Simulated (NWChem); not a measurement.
System: WO2Cl cation; SMILES [O]=[W+](=[O])[Cl]

```xyz
4

W      0.2333    -0.2594     0.0000
O     -0.6282    -0.8357     1.3087
O     -0.6282    -0.8357    -1.3087
Cl    -0.1435     1.9147     0.0000
```
Atoms are numbered in this order, from 1.

Level: PBE0/def2-SVP with def2 effective core potentials on W (NWChem), optimised geometry, unscaled harmonic frequencies. This spin state was assumed; another may lie lower. def2 effective core potentials on W; no spin-orbit coupling.

```tsv
frequency (cm⁻¹)	IR intensity (km/mol)
227	0.0
233	14.5
397	4.3
465	32.3
1059	102.1
1108	53.4
```

- zero-point energy: 5.0 kcal/mol
- thermal correction to the enthalpy at 298.15 K (with zero-point energy): 8.4 kcal/mol
- heat capacity Cv: 12.9 cal/(mol K)
- entropy at 298.15 K and 1 atm (symmetry number 1): 74.5 cal/(mol K)

Rigid rotor and harmonic oscillator.
